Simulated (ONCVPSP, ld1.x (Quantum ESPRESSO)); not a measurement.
# Pseudopotentials across the periodic table

Generated with ld1.x 7.5 (TM, RRKJ, ultrasoft, PAW), atompaw 4.2 or ONCVPSP 4.0.1. The cutoff is in Ry: for ld1.x and atompaw files where the sum of valence levels is converged to 10 mRy in a Bessel basis, for ONCV files where the hardest occupied wave has 1 mHa per electron of residual kinetic energy. The error is the largest all-electron minus pseudo excitation energy over each file’s own four to seven test configurations (ionisations up to +4, promotions, holes and added fractions of an electron), all of which were solved. The labels leave out finer settings (local radius, basis sizes, second energies), which also bear on the numbers. Spin-polarised tests are not counted. The rows are a selection from randomly drawn settings: files with unsolved tests, undetermined cutoffs or missed reference levels are left out.

A true bound ghost makes a file unfit for plane-wave use even where its test errors are small: the radial tests pick states by their node count and pass the ghost by.

| element | potential | cutoff (Ry) | largest error (meV) | bound ghosts |
| --- | --- | --- | --- | --- |
| Ti | ONCV, LDA (Perdew-Zunger), scalar-relativistic, rc 1.75/1.20/1.80 (spd), local smoothed, core correction yes, reference 3s2 3p6 3d2 4s1, qcut 6.2/5.5/9.4, projectors 2/1/2 | 61 | +54 | none |
| Co | ONCV, PBE, scalar-relativistic, rc 2.30/0.95/1.00 (spd), local smoothed, core correction yes, reference 3p6 3d7 4s0.5, qcut 3.7/16/15.1, projectors 2/2/2 | 188 | -38 | s |
| Te | ONCV, PBE, scalar-relativistic, rc 1.30/1.50/1.30 (spd), local smoothed, core correction yes, reference 4s2 4p6 4d10 5s2 5p3, qcut 8.7/7.4/12.2, projectors 2/2/1 | 102 | -12 | none |
| Ta | ONCV, PBE, scalar-relativistic, rc 2.65/2.60/2.50 (spd), local smoothed, core correction no, reference 5d3 6s2, qcut 2.1/2.7/7.4, projectors 1/2/2 | 27 | +204 | none |
| Pt | ONCV, PBE, fully relativistic, rc 1.40/1.05/1.60 (spd), local smoothed, core correction yes, reference 5s2 5p6 5d9 6s1, qcut 7.6/9/5.3, projectors 2/1/2 | 81 | -249 | none |
| Hg | TM, PBE, scalar-relativistic, rc 1.36/2.05 (sp), local p, core correction yes, reference 6s1 6p0 | 120 | -224 | s |
| Pb | ONCV, LDA (Perdew-Wang 92), scalar-relativistic, rc 1.75/2.15 (sp), local smoothed, core correction no, reference 6s2 6p1, qcut 2.9/3.4, projectors 2/2 | 124 | +232 | s, p |

Q: Fill in the row for Ti: ONCV, PBE, scalar-relativistic, rc 1.40/1.30/1.30 (spd), local d, core correction yes, reference 3s2 3p6 3d2, qcut 8.4/9.3/11.2, projectors 3/2/0.

A: cutoff 92 Ry, largest error +16 meV, bound ghosts: none.
